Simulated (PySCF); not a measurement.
cyclohexane (C6H12), SMILES C1CCCCC1.

Geometry optimised at PBE0-D3(BJ)/def2-SVP. One conformer was computed; it need not be the lowest.

Calculation: CAM-B3LYP/def2-TZVP in PySCF.

The molecule is in vacuum.

```json
{
 "total_energy": "-235.81590 hartree",
 "point_group": "D3d",
 "highest_occupied_level": "-9.72 eV",
 "lowest_empty_level": "1.92 eV",
 "orbital_gap": "11.64 eV",
 "dipole_moment": "0.00 D",
 "quadrupole, principal values (traceless, Buckingham form, about the centre of nuclear charge)": "-0.33, -0.33, 0.66 D·Å",
 "mean_static_polarisability": "69.3 bohr³ (10.27 Å³)",
 "polarisability_principal_values": "63.6, 72.1, 72.1 bohr³"
}
```
